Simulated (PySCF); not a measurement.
LDA on B (boron, neutral), [He] 2s1 2p1 3d1, one real determinant (an excited configuration). All numbers are calculated (PySCF 2.14, the non-relativistic Hamiltonian (point nucleus), in dyall-av3z).

```
cycle= 1 E= -23.930226207336  delta_E= -0.0051  |g|= 0.0261  |ddm|= 0.0894
cycle= 2 E= -23.9302746923091  delta_E= -4.85e-05  |g|= 0.00393  |ddm|= 0.00913
cycle= 3 E= -23.9302767300348  delta_E= -2.04e-06  |g|= 0.000213  |ddm|= 0.00185
cycle= 4 E= -23.9302767604928  delta_E= -3.05e-08  |g|= 1.62e-05  |ddm|= 0.000341
cycle= 5 E= -23.9302767607551  delta_E= -2.62e-10  |g|= 2.62e-07  |ddm|= 3.1e-05
converged SCF energy = -23.9302767607551  <S^2> = 3.7500087  2S+1 = 4.0000043
```

Highest occupied orbital energy: 0.576 eV; ⟨L²⟩ = 8.00; populations by l: s 3.00, p 1.00, d 1.00, f 0.00.

Problem. Can this result be used?

Solution. Not for this state. Self-consistency was reached. ⟨L²⟩ = 8.00 against 12 for a pure F term, so this real determinant mixes terms. The outer electron is Rydberg-like, and this basis confines it to a smaller radius and binds it less than a complete one would. At LDA the highest occupied level has a positive energy, so only the finite basis holds that electron; for this excited configuration the basis is too tight for the outer shell.
